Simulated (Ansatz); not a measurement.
Reaction (formal exchange of groups at the Se–B bond): `B[Se][SiH2]Cl` + CH₄ → `C[Se][SiH2]Cl` + BH₃

Gas-phase electronic energies from Ansatz, PBE0-D4/def2-TZVP geometries. CCSD(T)/CBS adds triple-zeta CCSD(T) − MP2 to the extrapolated MP2 energy (def2 sets, frozen cores). This one scheme is used for every species. Functionals use def2-TZVPP. For Se outer-core shells are correlated without core-valence functions, which leaves a few kJ/mol of doubt a bond. Scalar relativity is left out up to krypton. Each species was taken in one conformer, which may not be the lowest.

| level | ΔE (kcal/mol) |
| --- | --- |
| r2SCAN-D4 | 36.4 |
| ωB97X-V | 33.3 |
| r2SCAN | 36.4 |
| PBE0 | 35.8 |
| SCS-MP2/def2-TZVPP | 33.3 |
| CCSD/def2-TZVPP | 33.8 |
| HF/CBS(def2) | 30.9 |
| MP2/CBS(def2) | 35.2 |

Question: What does CCSD(T)/CBS give? (An estimate is asked.)

Answer: Computed: +34.8 kcal/mol. The listed levels differ from it by 1.6, -1.5, 1.6, 1.0, -1.5, -1.0, -3.9, 0.4 kcal/mol.

Largest T1 diagnostic among the species: 0.012.

In def2-TZVPP, CCSD(T) changes the Hartree–Fock value by +3.3 kcal/mol (the triples alone add +0.6 kcal/mol) and MP2 by +3.7 kcal/mol. From PBE to PBE0 (25 % exact exchange), in def2-TZVPP and without D4, ΔE moves by −0.8 kcal/mol.
